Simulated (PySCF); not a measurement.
Potential energy of SnSe along the bond

Set-up: basis Sn def2-TZVPP with ECP28, Se def2-TZVPP; scalar-relativistic core potentials; PySCF 2.14. Energies in eV from Sn + Se in their ground configurations at the same level. State: ¹Σ⁺ (singlet), closed shell.

Curves on a restricted Hartree–Fock reference rise too fast on stretching and do not dissociate correctly.

```json
{"R (Å)": "2.005", "RHF-SCS-MP2": "-2.857", "PBE0": "-2.966", "MN15": "-2.922"}
{"R (Å)": "2.098", "RHF-SCS-MP2": "-3.787", "PBE0": "-3.880", "MN15": "-3.804"}
{"R (Å)": "2.191", "RHF-SCS-MP2": "-4.294", "PBE0": "-4.378", "MN15": "-4.272"}
{"R (Å)": "2.261", "RHF-SCS-MP2": "-4.471", "PBE0": "-4.551", "MN15": "-4.426"}
{"R (Å)": "2.331", "RHF-SCS-MP2": "-4.519", "PBE0": "-4.597", "MN15": "-4.454"}
{"R (Å)": "2.401", "RHF-SCS-MP2": "-4.469", "PBE0": "-4.545", "MN15": "-4.386"}
{"R (Å)": "2.494", "RHF-SCS-MP2": "-4.290", "PBE0": "-4.364", "MN15": "-4.187"}
{"R (Å)": "2.611", "RHF-SCS-MP2": "-3.946", "PBE0": "-4.019", "MN15": "-3.823"}
{"R (Å)": "2.751", "RHF-SCS-MP2": "-3.423", "PBE0": "-3.504", "MN15": "-3.292"}
{"R (Å)": "2.937", "RHF-SCS-MP2": "-2.612", "PBE0": "-2.753", "MN15": "-2.525"}
```

Problem. Put a parabola through the three lowest points of the RHF-SCS-MP2 curve and estimate Re, k and ωe (reduced mass 47.95 u; 1 eV/Å² = 0.16022 mdyn/Å; ωe = 1302.8·√(k/μ) cm⁻¹).

Solution. Through R = 2.261, 2.331, 2.401 Å the second-order coefficient is 10.0 eV/Å², so Re ≈ 2.330 Å, k ≈ 3.20 mdyn/Å and ωe ≈ 337 cm⁻¹. A polynomial fit of higher order to the unrounded RHF-SCS-MP2 energies gives Re = 2.327 Å, k = 3.25 mdyn/Å, ωe = 339 cm⁻¹; anharmonicity and rounding make the difference.

The higher-order fit for each curve: RHF-SCS-MP2: Re = 2.327 Å, ωe = 339 cm⁻¹, De = 4.52 eV; PBE0: Re = 2.325 Å, ωe = 339 cm⁻¹, De = 4.60 eV; MN15: Re = 2.314 Å, ωe = 344 cm⁻¹, De = 4.46 eV.

Correlated steps freeze 13 core orbitals. Spin–orbit coupling is left out, which matters for elements this heavy, above all for dissociation energies. Where the molecule has an RHF reference, its open-shell atoms are computed with UHF.
